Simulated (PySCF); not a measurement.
Zr(OH)3(H) (H₄O₃Zr), SMILES [OH][ZrH]([OH])[OH], multiplicity 1. Heavy atoms are numbered as in [ZrH:1]([OH:2])([OH:4])[OH:6]. Hydrogens are named by the atom that carries them.

Geometry optimised at B3LYP-D3(BJ)/def2-SVP. The spin state was assumed, not searched. The structure was generated by enumeration; whether it is a known compound was not checked. The def2 effective core potentials stand for the cores of Zr; spin–orbit coupling is left out. One conformer was computed; it need not be the lowest.

Calculation: r2SCAN/def2-TZVPD (PySCF).

Mulliken values depend strongly on the basis, most of all with diffuse functions as here. ESP charges are fitted to the potential on shells at 1.4 to 2.0 van der Waals radii. Atomic charges (e), one atom of each kind:

```json
[
 {"atom": "Zr1 (ZrH)", "ESP fit": "(withheld)", "Mulliken": "1.75"},
 {"atom": "O2 (OH)", "ESP fit": "(withheld)", "Mulliken": "-0.79"},
 {"atom": "H on O2", "ESP fit": "(withheld)", "Mulliken": "0.28"},
 {"atom": "H on Zr1", "ESP fit": "(withheld)", "Mulliken": "-0.21"}
]
```

Task: What belongs in the gaps? (The exact figures need the calculation; the answer reports its results.)

Result: 
- Zr1 (ZrH), ESP fit: 1.63
- O2 (OH), ESP fit: -0.90
- H on O2, ESP fit: 0.48
- H on Zr1, ESP fit: -0.37
